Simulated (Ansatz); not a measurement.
Molecule: CH₃Cl₂Si, charge 0, multiplicity 2. It need not be the lowest isomer of its formula. 
Geometry from a B3LYP-D3(BJ)/def2-TZVP (Ansatz, an electronic-structure program) optimisation:
SMILES: C[Si](Cl)Cl
```xyz
7

Si    -0.1118     0.5614    -0.1945
Cl     0.4691    -0.9445    -1.4955
Cl     0.7343     0.2027     1.6639
C     -1.9767     0.5318    -0.0272
H     -2.4430     0.7001    -0.9982
H     -2.3031     1.3053     0.6685
H     -2.2868    -0.4443     0.3533
```
Charge 0, spin multiplicity 2.

Computed values are from Ansatz. Correlated levels leave the core frozen unless marked. Open shells are spin-unrestricted. No spin-orbit coupling. No relativistic terms. CBS marks a two-point X^-3 extrapolation of the correlation energy; Hartree-Fock from the larger set. The bracket is a focal-point correction in the basis named.

Q: What is the dipole moment at CCSD(T)/aug-cc-pV(D+d)Z?

A: 2.01 D.

Q: What is the T1 diagnostic at CCSD/cc-pV(T+d)Z?

A: 0.012.

Q: What is the total energy at RI-MP2/CBS(cc-pV(T+d)Z,cc-pV(Q+d)Z)+[CCSD(T)-MP2]/cc-pV(T+d)Z?

A: -1248.5487 Eh.

Q: What is the atomisation energy De at RI-MP2/CBS(cc-pV(T+d)Z,cc-pV(Q+d)Z)+[CCSD(T)-MP2]/cc-pV(T+d)Z?

A: 566.6 kcal/mol.
